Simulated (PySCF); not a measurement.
Species: C₇H₁₀N₂.
Cartesian coordinates in Å at the PBE0-D3(BJ)/def2-SVP level; atoms count from 1:
```xyz
19
C7H10N2 angstrom
C      2.750    0.758    0.031
N      2.204   -0.345   -0.708
C      1.010   -0.741   -0.556
C     -0.035   -0.274    0.398
C      0.362    0.076    1.728
N      0.689    0.335    2.811
C     -1.355   -0.265    0.064
C     -1.805   -0.661   -1.312
C     -2.423    0.136    1.025
H      2.011    1.447    0.475
H      3.412    1.333   -0.634
H      3.385    0.372    0.846
H      0.685   -1.570   -1.205
H     -1.646   -1.739   -1.483
H     -1.247   -0.127   -2.095
H     -2.875   -0.459   -1.451
H     -3.169   -0.671    1.113
H     -2.965    1.016    0.640
H     -2.035    0.371    2.024
```

Computed, not measured: TDDFT CAM-B3LYP/def2-SVPD, vertical, gas phase, core orbitals frozen in the response in PySCF.

Ground-to-excited transition dipoles (e·a0, same axes as the geometry; the sign carries no meaning), for the states with f of 0.002 or more among the lowest 8:

```json
{"state": "S1", "E (eV)": "4.256", "μx": "0.002", "μy": "0.089", "μz": "-0.106"}
{"state": "S2", "E (eV)": "5.371", "μx": "1.836", "μy": "0.186", "μz": "0.425"}
{"state": "S4", "E (eV)": "6.544", "μx": "0.190", "μy": "0.043", "μz": "0.348"}
{"state": "S5", "E (eV)": "6.675", "μx": "-0.336", "μy": "-0.139", "μz": "0.374"}
{"state": "S6", "E (eV)": "6.782", "μx": "0.265", "μy": "0.089", "μz": "-0.287"}
{"state": "S7", "E (eV)": "6.953", "μx": "0.025", "μy": "0.122", "μz": "-0.053"}
{"state": "S8", "E (eV)": "6.987", "μx": "0.037", "μy": "-0.140", "μz": "-0.233"}
```

**Question.** Work out the oscillator strengths.

**Answer.** f = (2/3) ΔE |μ|² with ΔE in hartree (27.2114 eV).

| state | \|μ\|² (au) | \|μ\| (D) | f |
| --- | --- | --- | --- |
| S1 | 0.019 | 0.35 | 0.002 |
| S2 | 3.586 | 4.81 | 0.472 |
| S4 | 0.159 | 1.01 | 0.026 |
| S5 | 0.272 | 1.33 | 0.044 |
| S6 | 0.161 | 1.02 | 0.027 |
| S7 | 0.018 | 0.34 | 0.003 |
| S8 | 0.075 | 0.70 | 0.013 |

**Question.** Which bond between heavy atoms lies closest to the direction of the S2 transition dipole?

**Answer.** C4–C7, at 6° from it; next N2–C3 at 23°.

**Question.** What angle do the transition dipoles of S4 and S8 make?

**Answer.** |cos θ| = |μa·μb| / (|μa| |μb|) = 0.73, so θ ≈ 43° (taken between 0 and 90°, since the signs are arbitrary).

**Question.** How is the summed strength of these states shared among x, y and z?

**Answer.** (2/3) Σ ΔE μα² gives 0.480 for x, 0.016 for y and 0.091 for z, 0.587 in all.

**Question.** What peak molar absorption coefficient would the strongest computed level give as a lone Gaussian band 0.5 eV wide at half height?

**Answer.** ε(max) = 2.175×10⁸ f / FWHM, with the width in cm⁻¹. S2: 2.175×10⁸ × 0.4719 / 4033 ≈ 25000 L mol⁻¹ cm⁻¹.

All these states lie below the vertical ionisation energy of 9.36 eV (ΔSCF).

One conformer stands for the species.
